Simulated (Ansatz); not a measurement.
Saddle point of BH₅ClOF, singlet (BH₂Cl ([BH2][Cl]) + H₂O + HF → BH₃O ([BH2][OH]) + HCl + HF; bonds formed: Cl2–H7, H5–F8; dative contacts that become bonds: B1–O6; bonds broken: B1–Cl2, H5–O6, H7–F8), PBE0-D4/def2-TZVP structure:

```json
{"atom": "B1", "x (Å)": "-0.8203", "y (Å)": "-0.1407", "z (Å)": "-0.6383"}
{"atom": "Cl2", "x (Å)": "1.2422", "y (Å)": "-0.2185", "z (Å)": "-1.3177"}
{"atom": "H3", "x (Å)": "-1.2725", "y (Å)": "-1.1268", "z (Å)": "-1.1362"}
{"atom": "H4", "x (Å)": "-1.1051", "y (Å)": "0.9497", "z (Å)": "-1.0233"}
{"atom": "H5", "x (Å)": "0.3709", "y (Å)": "0.4489", "z (Å)": "1.1351"}
{"atom": "O6", "x (Å)": "-0.6647", "y (Å)": "-0.1951", "z (Å)": "0.8098"}
{"atom": "H7", "x (Å)": "1.5362", "y (Å)": "0.4675", "z (Å)": "-0.0852"}
{"atom": "F8", "x (Å)": "1.3559", "y (Å)": "0.9111", "z (Å)": "1.1110"}
{"atom": "H9", "x (Å)": "-0.6425", "y (Å)": "-1.0962", "z (Å)": "1.1445"}
```

Energies are electronic, without zero-point energy. Barriers and step energies count from the start structure reached by relaxing down the imaginary mode; all methods use the PBE0-D4 structures, on which another method's saddle can fall below an end. Computed with Ansatz 0.2.0 (basis: def2-TZVPP, with def2-QZVPP for the basis limit); correlated methods freeze the cores. B3LYP uses VWN-RPA correlation. Extrapolation: Hartree–Fock as exp(−7.88 √X), correlation as X^−2.97.

```
      method  barrier (eV)  step energy (eV)
       SPW92         0.193             0.558
      PBE-D4         0.357             0.247
     BLYP-D4         0.371             0.018
   r2SCAN-D4         0.411             0.226
      B97M-V         0.603             0.110
     PBE0-D4         0.498             0.252
    B3LYP-D4             ?             0.044
  r2SCAN0-D4         0.521             0.233
    BHLYP-D4         0.636             0.028
CAM-B3LYP-D4         0.499             0.077
     wB97X-V         0.563             0.140
     wB97M-V             ?             0.157
      B2PLYP             ?             0.056
    PBE-QIDH         0.586             0.239
  RPA on PBE         0.541             0.060
          HF         0.920            -0.266
         MP2         0.568             0.168
        CCSD         0.663             0.050
     CCSD(T)         0.598             0.107
```

(1) Fill in the withheld barriers. (Judge from chemistry; the value comes from the calculation.)

No T1 diagnostic of these runs exceeds 0.011.

Results:

(1) By the calculation: B3LYP-D4 0.479; wB97M-V 0.576; B2PLYP 0.531 eV. Each is the energy of the saddle less that of the start structure, by the same method.

For comparison, the barrier by CCSD(T) at an estimated basis limit (MP2 extrapolated from triple and quadruple zeta, plus CCSD(T) − MP2 in triple zeta) is 0.626 eV.

Labels in which every atom is bracketed show which atoms are joined, not bond orders.

For scale, one of the runs: CCSD(T)/def2-TZVPP, 205 basis functions (an equivalent command: `ansatz run in.yaml --threads 4`). Time: 33 s of wall clock on 4 CPU threads; the host was shared. Peak host memory: 2.8 GiB.
